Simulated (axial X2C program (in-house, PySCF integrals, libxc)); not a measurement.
## Low determinants of HfN at the PBE0 level, without spin–orbit coupling

Computed with an axial X2C code built on PySCF integrals. Spin-free means the one-electron spin-free X2C Hamiltonian. Basis: Hf dyall-cv3z [13s14p9d7f4g], N dyall-av3z [7s7p3d2f] (cores contracted in-house); Gaussian nuclei, density fitting, unrestricted open shells. Masses: Hf 179.947 u, N 14.003 u.

Search at 1.707 Å (vertical energies from the lowest determinant):

```
ΔE (eV)             state  electrons beyond evenly filled partner blocks  electrons in σ, π, δ, φ
   0.00  M_S = 1/2, Λ = 0                                             σα               31 32 12 4
   1.44  M_S = 1/2, Λ = 1                                  π+α, π+β, π-α               32 31 12 4
   1.89  M_S = 3/2, Λ = 2                                    2 × σα, δ+α               30 32 13 4
   1.91  M_S = 1/2, Λ = 2                                            δ+α               30 32 13 4
   2.42  M_S = 3/2, Λ = 1                         σα, π+α, π-α, π-β, δ+α               31 31 13 4
   2.42  M_S = 3/2, Λ = 3                         σα, π+α, π+β, π-α, δ+α               31 31 13 4
   2.74  M_S = 3/2, Λ = 1                                    2 × σα, π+α               30 33 12 4
```

Lowest determinant, M_S = 1/2, Λ = 0 (beyond evenly filled blocks: σα): Re = 1.705 Å, ωe = 1020.6 cm⁻¹.

The determinant in row 2 of the search, M_S = 1/2, Λ = 1 (beyond evenly filled blocks: π+α, π+β, π-α), was followed along the bond at PBE0; measured from the minimum of the lowest determinant it gives:

Te = 1.073 eV (8654 cm⁻¹), Re = 1.834 Å, ωe = 884.6 cm⁻¹.

Compare the bond of the determinant in row 2 with that of the lowest one.

At PBE0 its Re is 0.129 Å longer and its force constant, which goes as ωe², is 0.75 times that of the lowest determinant. T0 ≈ Te + Δωe/2 = 8654 + (-68) = 8586 cm⁻¹.

The search compares states at one distance, so a state with another bond length can lie lower; it is not exhaustive and yields mostly the lowest determinant of each block pattern, so other components and higher states of one pattern are missing. These are energies of single determinants, not of spin-adapted states; PBE0 term energies can be off by some tenths of an eV, and the functional has no current term. Spin–orbit coupling is large for these atoms, so the spin-free order is a model.
